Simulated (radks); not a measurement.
Species: the cobalt ion Co26+. Configuration: 1s1. Method: Dirac Kohn-Sham, relativistic LDA (MacDonald-Vosko exchange, VWN5 correlation), spin-unpolarised, spherical densities, finite nucleus; Fermi nuclear charge, rms radius 3.7875 fm; computed with a radial shooting solver on a logarithmic mesh with Libxc functionals.

Normalised radial functions P(r) = r R(r) (large component), r in bohr:

```
   r/bohr * 1s1/2, o 2s1/2, + 2p1/2 (the largest magnitude, 3.8, reaches the edge; | marks zero, & curves that meet)
 0.004819                             +  o     *
 0.005839                             +   o     *
 0.007075                             +   o       *
 0.008505                             +    o        *
  0.01031                             |+    o         *
  0.01249                             |+    o           *
  0.01513                             |+     o            *
  0.01833                             | +     o             *
  0.02221                             | +     o               *
   0.0267                             |  +    o                 *
  0.03235                             |   +   o                  *
   0.0392                             |    +  o                  *
   0.0475                             |     o+                  *
  0.05755                             |   o   +               *
  0.06917                             |o        +          *
  0.08382                          o  |           +    *
   0.1016                      o      |            *+
   0.1231                  o          |        *      +
   0.1491               o             |    *          +
   0.1792             o               |  *            +
   0.2172             o               |*            +
   0.2631               o             *          +
   0.3188                   o         *       +
   0.3863                       o     *    +
   0.4643                          o  * +
   0.5626                            o*+
   0.6817                             &
```

1s1/2: eigenvalue -9756.6 eV, 0 radial nodes, <r> = 0.0551 bohr, 90 % of the charge inside 0.0982 bohr. 2s1/2 (empty): eigenvalue -2385.7 eV, 1 radial node at r = 0.0732 bohr, <r> = 0.222 bohr, 90 % of the charge inside 0.340 bohr. 2p1/2 (empty): eigenvalue -2370.8 eV, 0 radial nodes, <r> = 0.186 bohr, 90 % of the charge inside 0.298 bohr.
